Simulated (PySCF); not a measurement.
# Vertical excitation energies

C8H8S.
SMILES with atom numbers: `[CH2:1]=[CH:2][c:3]1[cH:4][cH:5][c:6]([SH:7])[cH:8][cH:9]1` (hydrogens: H10, H11 on C1; H12 on C2; H13 on C4; H14 on C5; H15 on S7; H16 on C8; H17 on C9)

Computed with TDDFT CAM-B3LYP/def2-SVPD, vertical, gas phase, core orbitals frozen in the response in PySCF 2.14.0, density-fitted response routines. Geometry: PBE0-D3(BJ)/def2-SVP, one conformer, isolated molecule. Torsions of this conformer, `[CH2:1]=[CH:2][c:3]1[cH:4][cH:5][c:6]([SH:7])[cH:8][cH:9]1`: C1–C2–C3–C4 178°, H–S7–C6–C5 180°.

Question: List the vertical singlet excitations with oscillator strengths and describe the spectrum.

Answer: 

```
state  E (eV)  E (hartree)       f  |μ| (D)  main configurations (H = HOMO, L = LUMO)
   S1    4.58       0.1684   0.337     4.41                    H→L (70%), H→L+1 (21%)
   S2    4.81       0.1766   0.252     3.72       H→L+1 (56%), H→L (24%), H-1→L (17%)
   S3    5.07       0.1865  0.0014     0.27                 H→L+2 (68%), H-2→L+2 (9%)
   S4    5.87       0.2158   0.017     0.87                  H→L+3 (66%), H→L+2 (12%)
   S5    6.00       0.2207   0.134     2.43                  H-1→L (67%), H→L+1 (19%)
   S6    6.29       0.2311   0.139     2.41                               H-2→L (78%)
```

The lowest singlet comes at 271 nm (442 kJ/mol) in the ultraviolet; it is strong; its leading configuration is HOMO→LUMO (70%). The lowest level is also the most intense of those listed (f = 0.337). Löwdin shares by element: HOMO carbon 38% or more, sulfur 27% (atoms not listed hold the other 36%); LUMO carbon 57% or more (atoms not listed hold the other 43%). The oscillator strengths of these states sum to 0.881; summed over the whole spectrum of an exact calculation they would give the number of electrons, 72 (Thomas–Reiche–Kuhn). Of the 6 states listed, 5 reach f = 0.01 and none stays under 0.0005. Weighted by f, the mean energy of these states is 5.16 eV. No computed singlet lies in the visible range (380 to 750 nm); the lowest, at 271 nm, stands 1.32 eV above its violet end (3.26 eV). The window holds the lowest 6 singlets.
